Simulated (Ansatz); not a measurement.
`O=CO[SiH3]`. Total charge 0; spin multiplicity 1.

```xyz
8

O     0.104    1.650    0.854
C    -0.030    0.574    1.364
O    -0.097   -0.571    0.691
Si    0.015   -0.497   -1.002
H    -0.112    0.408    2.448
H    -0.096   -1.918   -1.399
H    -1.108    0.292   -1.553
H     1.324    0.061   -1.403
```

(1) What are the harmonic wavenumbers in cm⁻¹ at PBE0-D4/def2-TZVP (Ansatz, finite differences of forces, unscaled)? (Estimate.)

(2) Is this a minimum?

(3) Give the ideal-gas thermochemistry at 298.15 K and 1 bar (rigid rotor, harmonic oscillator; point group Cs, symmetry number 1).

Answers

(1) The calculation gave: 151, 179, 246, 647, 709, 729, 826, 942, 943, 956, 1060, 1240, 1389, 1812, 2262, 2273, 2275, 3060.

(2) Yes, all 18 modes are real.

(3) Zero-point energy 129.8 kJ/mol; H(298) − E = 145.8 kJ/mol; entropy 301.3 J/(mol·K), of which translation 162.9, rotation 103.4, vibration 35.0; G(298) − E = 56.0 kJ/mol.
